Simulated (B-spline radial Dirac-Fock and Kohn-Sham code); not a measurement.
Elastic and transport cross sections of silicon for electrons

Level of theory: relativistic (Dirac) partial waves in the static field of the Dirac-Fock atom with Furness-McCarthy exchange, without polarisation or absorption potentials; a B-spline atomic structure program. σ_tr1 and σ_tr2 weight the cross section with 1 − P₁ and 1 − P₂ of cos θ; "backward" is the share scattered beyond 90°.

```
energy (eV)  σ (a₀²)  σ_tr1 (a₀²)  σ_tr2 (a₀²)  σ/σ_tr1  backward (%)
       1710     3.33        0.211        0.398     15.8           1.5
       2000     2.95        0.165        0.321     17.9           1.2
       2040     2.91        0.160        0.312     18.2           1.2
       2160        ?            ?            ?        ?             ?
       2600     2.41        0.108        0.220     22.2          0.87
       2860     2.23       0.0927        0.191     24.1          0.77
       3000     2.15       0.0857        0.178     25.1          0.72
       3190     2.04       0.0775        0.163     26.4          0.67
       3200     2.04       0.0771        0.162     26.4          0.67
       3970     1.71       0.0539        0.116     31.7          0.51
       4690     1.49       0.0407       0.0895     36.5          0.41
       4900     1.43       0.0378       0.0835     37.9          0.39
       5000     1.41       0.0365       0.0808     38.6          0.38
       5470     1.30       0.0313       0.0700     41.6          0.34
```

Question: Fill in the row for 2.16 keV.

Answer: σ = 2.78 a₀², σ_tr1 = 0.146 a₀², σ_tr2 = 0.288 a₀², σ/σ_tr1 = 19.1, backward 1.1 %. The ratio σ/σ_tr1 is roughly the number of elastic collisions that randomise the direction.

Values without a named source are computed, but for edge energies of neutral atoms, which are taken from tables.
